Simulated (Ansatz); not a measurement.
An input meant for the cluster Cr₂N₂⁺ (charge 1, doublet; atoms displaced at random, 0.08 Å in each coordinate).

```yaml
crystal:
  periodic: [false, false, false]
  atoms:
    - {symbol: Cr, position_ang: [0.183259, -0.199670, -1.262477]}
    - {symbol: Cr, position_ang: [1.274376, -0.325614, 0.163254]}
    - {symbol: N, position_ang: [-0.534301, 0.737027, 0.469670]}
    - {symbol: N, position_ang: [-0.702490, -0.572587, 0.593470]}
basis:
  gaussian: {orbitals: "6-31G*"}
total_charge: 1
magnetization: {spin_polarized: true, initial_magnetization: 1}
hamiltonian: {xc: {name: SPW92}}
multiplicity: 3
output: {forces: true}
```

```sh
$ ansatz run in.yaml --threads 4 --pin off --events-out ev --progress --plain --max-ram 3916MiB
```

Shortened log:

```
Error: YAML parse error: error: line 13 column 1: unknown field `multiplicity`, expected one of crystal, accuracy, basis, kpoints, hamiltonian, magnetization, projection, total_charge, correlation, batch, efield, external_charges, scf, relax, neb, saddle, md, ramp, phonons, dielectric, real_time, elastic, magnetic_configurations, gw, evaluate, workflow, output, checkpoint, execution
11 | magnetization: {spin_polarized: true, initial_magnetization: 1}
12 | hamiltonian: {xc: {name: SPW92}}
13 | multiplicity: 3
14 | output: {forces: true}
```

(1) What is wrong with this run?

## Answers

(1) The input holds a key that doesn't belong there (the spin goes under magnetization). The program refused the input.
